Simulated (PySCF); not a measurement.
# A search over the determinants of CdSe

Unrestricted PBE0; basis Cd x2c-TZVPPall, Se x2c-TZVPPall; spin-free X2C with a Gaussian nucleus; PySCF 2.14. Outer shells of the fragments: Cd 4d10 5s2; Se 3d10 4s2 4p4.

Followed along the bond (rough minima from three points):

```
2Ms+1  unpaired  ⟨S²⟩ at the start  R at minimum (Å)  Te (eV)
    1      none               0.00              2.36     0.00
    3  σ ↑, π ↑               2.01              2.59     0.00
    1  σ ↓, π ↑               1.01              2.57     0.13
```

Solutions found at the starting distance of 2.515 Å, counted from the lowest of them; the search is not exhaustive and high or unbound solutions are not listed, so other states can lie among these:

```
2Ms+1  unpaired   term  E (eV)  ⟨S²⟩  ⟨Lz²⟩  μ (D)
    3  σ ↑, π ↑     ³Π    0.00  2.01   1.01  -1.88
    1      none    ¹Σ⁺    0.10  0.00   0.00  -5.79
    1  σ ↓, π ↑  mixed    0.12  1.01   1.01  -2.02
    3      π ↑↑    ³Σ⁻    2.01  2.01   0.00   3.61
    3      σ ↑↑    ³Σ⁺    2.02  2.01   0.00  -3.90
    1      π ↑↓  mixed    2.40  1.01   2.02   3.58
    3      π ↑↑  mixed    3.35  2.01   2.01  -1.41
    1      π ↑↓  mixed    3.46  1.07   2.01  -1.19
    3      π ↑↑  mixed    3.50  2.01   2.01  -1.32
    1      none  mixed    3.65  0.00   2.01   3.53
    3  σ ↑, π ↑     ³Π    5.53  2.01   1.00  -2.97
```

A term symbol is given only where ⟨S²⟩ and ⟨Lz²⟩ are close to those of a pure state; real π, δ and φ orbitals otherwise mix terms. A positive dipole means Cd(−)Se(+).

Task: Compare the gap between the two lowest followed solutions at the starting distance with the gap between their minima.

Result: At PBE0 the second solution (triplet, unpaired electrons σ ↑, π ↑) lies -0.10 eV from the first (singlet, closed shell) at 2.515 Å and +0.00 eV at the minima; the two curves relax by different amounts, since their minima lie near 2.59 and 2.36 Å. A gap this small is a tie at this level.

Counting both spins, an empty level lies below a filled one in some of these solutions, because spin and occupation are held.
